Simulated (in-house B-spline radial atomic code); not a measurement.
# Solving the quasi-particle equation for 4p up of the krypton ion Kr³⁺

Configuration [Ar] 3d10 4s2 4p3, highest spin, start PBE0; correlation leaves out the 6 deepest shells, empty levels kept to 10666.7 hartree. Computed with a B-spline radial code for spherical atoms: all electrons, scalar-relativistic (spin-free one-electron X2C), finite nucleus, each spin shell either full or empty, empty states to l = 9 with an (l + 1/2)⁻⁴ tail; G0W0 by contour deformation at full frequency.

At the mean-field level ε = -46.557 eV the matrix elements are Σx = -25.961 eV, v_xc = -21.441 eV and Σc(ε) = -0.406 eV, and the slope of the correlation self-energy is dΣc/dω = -0.0474. The quasi-particle energy solves E = ε + Σx − v_xc + Σc(E).

Problem. What does the linearised equation give?

Solution. Z = 1/(1 − dΣc/dω) = 1/1.0474 = 0.9547. The first-order shift is Σx − v_xc + Σc(ε) = -25.961 − (-21.441) + (-0.406) = -4.926 eV, so E ≈ ε + Z × shift = -46.557 + 0.9547 × (-4.926) = -51.260 eV.

Problem. How does that compare with the full solution and with static screening?

Solution. Solving the equation at full frequency dependence gives E = -51.251 eV, where Σc = -0.173 eV and the weight is 0.950; the linearised value is off by 9 meV. Leaving Z out would give -51.483 eV. Static COHSEX puts -2.032 eV in place of Σc and gives -53.109 eV, 1.86 eV deeper. The tabulated removal energy is 50.85 ± 0.11 eV (NIST, measured); the run leaves out spin-orbit coupling, Breit and QED terms.
